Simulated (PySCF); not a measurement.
PAsAsAs tetrahedron, As3P.
Bonds: P1–As2, P1–As3, P1–As4, As2–As3, As2–As4, As3–As4.

Method used: PBE0-D3(BJ)/def2-SVP geometry optimisation, gas phase in PySCF 2.14.0.

Question: Give the optimised bond lengths and angles.

Answer: 
| bond | length (pm) |
| --- | --- |
| P1–As2, P1–As3, P1–As4 | 233.0 |
| As2–As3, As2–As4, As3–As4 | 242.6 |

Bonds in one row agree within 1 pm and their mean is given. A selection of angles:
| angle | degrees |
| --- | --- |
| As2–P1–As3 | 62.8 |
| P1–As2–As3 | 58.6 |
| As3–As2–As4 | 59.9 |

All 3 As–As bonds measure 2.425 to 2.427 Å. P1 (phosphorus bonded to 3 As) is pyramidal (angles 62.8°, 62.7° and 62.7°, sum 188.3°, 1.86 Å off the plane of its three neighbours). All 3 As–P bonds measure 2.329 to 2.330 Å. As2 (arsenic bonded to 2 As and P) is pyramidal (angles 59.9°, 58.6° and 58.6°, sum 177.2°, 1.97 Å off the plane of its three neighbours).

Point group: C3v (every atom within 0.08 Å of its image). Not checked by PBE0-D3(BJ)/def2-SVP frequencies. One conformer, not necessarily the lowest.
